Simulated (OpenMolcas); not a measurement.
# OpenMolcas run: Co⁴⁺

Input:

```
&GATEWAY
Coord
1

Co 0.0 0.0 0.0
Basis=ANO-RCC-VTZP
Group=XYZ
NoMove
AngMom=0.0 0.0 0.0
AMFI
&SEWARD
* reference wave functions (RASSCF and RASSI steps not shown): 5 electrons in 5 orbitals (3d)
>>> COPY JOB001 $Project.JobIph
&CASPT2
Multistate=1 1
Frozen=2 3
IPEA=0.25
Imaginary=0.1
MaxIter=60
WThr=0.0 0.3 0.05
PrWF=0.5
NoMix
>>> COPY JOB002 $Project.JobIph
&CASPT2
Multistate=24 1 2 3 4 5 6 7 8 9 10 11 12 13 14 15 16 17 18 19 20 21 22
23 24
Frozen=2 3
IPEA=0.25
Imaginary=0.1
MaxIter=60
WThr=0.0 0.3 0.05
PrWF=0.5
NoMix
>>> COPY JOB003 $Project.JobIph
&CASPT2
Multistate=75 1 2 3 4 5 6 7 8 9 10 11 12 13 14 15 16 17 18 19 20 21 22
23 24 25 26 27 28 29 30 31 32 33 34 35 36 37 38 39 40 41 42 43 44 45 46
47 48 49 50 51 52 53 54 55 56 57 58 59 60 61 62 63 64 65 66 67 68 69 70
71 72 73 74 75
NoMult
Frozen=2 3
IPEA=0.25
Imaginary=0.1
MaxIter=60
WThr=0.0 0.3 0.05
PrWF=0.5
NoMix
```

Launched by
```bash
OMP_NUM_THREADS=1 MOLCAS_MEM=1689 MOLCAS_PROJECT=a pymolcas a.inp > a.log  # once for each step of the input, in one work folder
```

Output, cut to the results:

```
--- CASPT2 ---
Orbital specifications:
      -----------------------

      Symmetry species                           1   2
                                                ag  au
      Frozen orbitals                            2   3
      Inactive orbitals                          1   3
      Active orbitals                            5   0
      Secondary orbitals                        22  23
      Deleted orbitals                           0   0
      Number of basis functions                 30  29
Type of calculation                        SS-CASPT2
      Fock operator                              state-specific
      IPEA shift                                 0.25
      Real shift                                 0.00
      Imaginary shift                            0.10
      The input orbitals will be transformed to quasi-canonical
Reference energy:       -1388.0408732144
      E2 (Non-variational):      -0.3335965822
      Shift correction:          -0.0000460038
      E2 (Variational):          -0.3336425860
      Total energy:           -1388.3745158004
      Residual norm:              0.0000007783
      Reference weight:           0.96626
      Contributions to the CASPT2 correlation energy
      Active & Virtual Only:         -0.0590839904
      One Inactive Excited:          -0.1766297971
      Two Inactive Excited:          -0.0978827947
::    CASPT2 Root  1     Total energy:  -1388.37451580
--- CASPT2 ---
Orbital specifications:
      -----------------------

      Symmetry species                           1   2
                                                ag  au
      Frozen orbitals                            2   3
      Inactive orbitals                          1   3
      Active orbitals                            5   0
      Secondary orbitals                        22  23
      Deleted orbitals                           0   0
      Number of basis functions                 30  29
Type of calculation                        MS-CASPT2
      Fock operator                              state-specific
      IPEA shift                                 0.25
      Real shift                                 0.00
      Imaginary shift                            0.10
      The input orbitals will be transformed to quasi-canonical
Reference energy:       -1387.8471785095
      E2 (Non-variational):      -0.3493901264
      Shift correction:          -0.0000522752
      E2 (Variational):          -0.3494424015
      Total energy:           -1388.1966209111
      Residual norm:              0.0000003179
      Reference weight:           0.96374
      Contributions to the CASPT2 correlation energy
      Active & Virtual Only:         -0.0665205739
      One Inactive Excited:          -0.1862185943
      Two Inactive Excited:          -0.0966509582
Reference energy:       -1387.8471785095
      E2 (Non-variational):      -0.3494303148
      Shift correction:          -0.0000524731
      E2 (Variational):          -0.3494827880
      Total energy:           -1388.1966612975
      Residual norm:              0.0000003246
      Reference weight:           0.96371
      Contributions to the CASPT2 correlation energy
      Active & Virtual Only:         -0.0665489781
      One Inactive Excited:          -0.1862573671
      Two Inactive Excited:          -0.0966239697
::    CASPT2 Root  1     Total energy:  -1388.19662091
::    CASPT2 Root  2     Total energy:  -1388.19666130
::    CASPT2 Root  3     Total energy:  -1388.19657734
::    CASPT2 Root  4     Total energy:  -1388.19662174
::    CASPT2 Root  5     Total energy:  -1388.19660201
::    CASPT2 Root  6     Total energy:  -1388.19666038
::    CASPT2 Root  7     Total energy:  -1388.19663665
::    CASPT2 Root  8     Total energy:  -1388.19663125
::    CASPT2 Root  9     Total energy:  -1388.19665950
::    CASPT2 Root 10     Total energy:  -1388.17666238
::    CASPT2 Root 11     Total energy:  -1388.17665090
::    CASPT2 Root 12     Total energy:  -1388.17660717
::    CASPT2 Root 13     Total energy:  -1388.16137494
::    CASPT2 Root 14     Total energy:  -1388.16145654
::    CASPT2 Root 15     Total energy:  -1388.16140654
::    CASPT2 Root 16     Total energy:  -1388.16130415
::    CASPT2 Root 17     Total energy:  -1388.16140262
::    CASPT2 Root 18     Total energy:  -1388.08282061
::    CASPT2 Root 19     Total energy:  -1388.08267359
::    CASPT2 Root 20     Total energy:  -1388.08324939
::    CASPT2 Root 21     Total energy:  -1388.08351225
::    CASPT2 Root 22     Total energy:  -1388.08281322
::    CASPT2 Root 23     Total energy:  -1388.08284733
::    CASPT2 Root 24     Total energy:  -1388.08300048
::    MS-CASPT2 Root  1     Total energy:  -1388.19748019
::    MS-CASPT2 Root  2     Total energy:  -1388.19693985
::    MS-CASPT2 Root  3     Total energy:  -1388.19688614
::    MS-CASPT2 Root  4     Total energy:  -1388.19667117
::    MS-CASPT2 Root  5     Total energy:  -1388.19659930
::    MS-CASPT2 Root  6     Total energy:  -1388.19647252
--- CASPT2 ---
Orbital specifications:
      -----------------------

      Symmetry species                           1   2
                                                ag  au
      Frozen orbitals                            2   3
      Inactive orbitals                          1   3
      Active orbitals                            5   0
      Secondary orbitals                        22  23
      Deleted orbitals                           0   0
      Number of basis functions                 30  29
Type of calculation                        SS-CASPT2
      Fock operator                              state-specific
      IPEA shift                                 0.25
      Real shift                                 0.00
      Imaginary shift                            0.10
      The input orbitals will be transformed to quasi-canonical
Reference energy:       -1387.7650239108
      E2 (Non-variational):      -0.3492042365
      Shift correction:          -0.0000503453
...
```

Levels above the lowest, from the spin-orbit matrix with the multistate effective Hamiltonian, averaged by term, added to it:

```tsv
Configuration	Term	J	E (cm⁻¹)	Measured (cm⁻¹)	g	Term weight %	Second
3d⁵	⁶S	5/2	0.0	0.0	2.002	100	
3d⁵	⁴G	5/2	38980		0.572	99	
3d⁵	⁴G	7/2	39030		0.985	100	
3d⁵	⁴G	11/2	39050	37218	1.273	100	
3d⁵	⁴G	9/2	39060		1.172	100	
3d⁵	⁴P	5/2	43060	40753	1.580	91	8 ⁴D
3d⁵	⁴P	3/2	43200	40891	1.698	93	7 ⁴D
3d⁵	⁴P	1/2	43370	41024	2.607	98	2 ⁴D
3d⁵	⁴D	7/2	46750	44709	1.428	100	
3d⁵	⁴D	1/2	46910	44908	0.061	98	2 ⁴P
3d⁵	⁴D	3/2	47040		1.235	93	7 ⁴P
3d⁵	⁴D	5/2	47070		1.390	91	8 ⁴P
3d⁵	²I	11/2	57010		0.925	99	
3d⁵	²I	13/2	57140		1.077	100	
3d⁵	²D(1)	5/2	60290	57083	1.109	71	26 ²F(1)
3d⁵	²D(1)	3/2	61070	57823	0.772	93	7 ⁴F
3d⁵	²F(1)	7/2	63040	59455	1.143	96	2 ⁴F
3d⁵	⁴F	5/2	63840		0.979	59	35 ²F(1)
3d⁵	⁴F	9/2	63890	60830	1.327	97	3 ²G(1)
3d⁵	⁴F	7/2	64000	60974	1.234	96	3 ²F(1)
3d⁵	⁴F	3/2	64290		0.429	93	7 ²D(1)
3d⁵	⁴F	5/2	64450		1.000	38	38 ²F(1)
3d⁵	²H	9/2	68240	64742	0.971	71	28 ²G(1)
3d⁵	²H	11/2	68960	65284	1.090	99
```

Against the 13 measured excited levels shown (Sugar and Corliss, J. Phys. Chem. Ref. Data 10, 1097 (1981)) the mean absolute deviation is 2800 cm-1; the largest miss in energy is 3d⁵ ²H_11/2: computed 68960, measured 65284 cm⁻¹ (+5.6 %).

Term energies are means over components that CASPT2 splits; among the terms shown or strongly mixed into the levels shown the widest spread is 610 cm-1 (3d⁵ ⁴F). Blocks of more than 70 roots (2S+1 = 2 even) ran without multistate coupling. Computed and measured levels are paired by configuration, term and J; levels that our copy of the source lacks, or whose pairing is in doubt (as where it misses far off the trend of its configuration), stay unpaired and out of the deviations. Levels of configurations outside the active space are missing. The table shows the lowest 24 of 37 levels.

The term weight is that of the spin-free term in the level, not the purity of its configuration. A number in round brackets counts repeated terms of one configuration in the order of the reference energies.
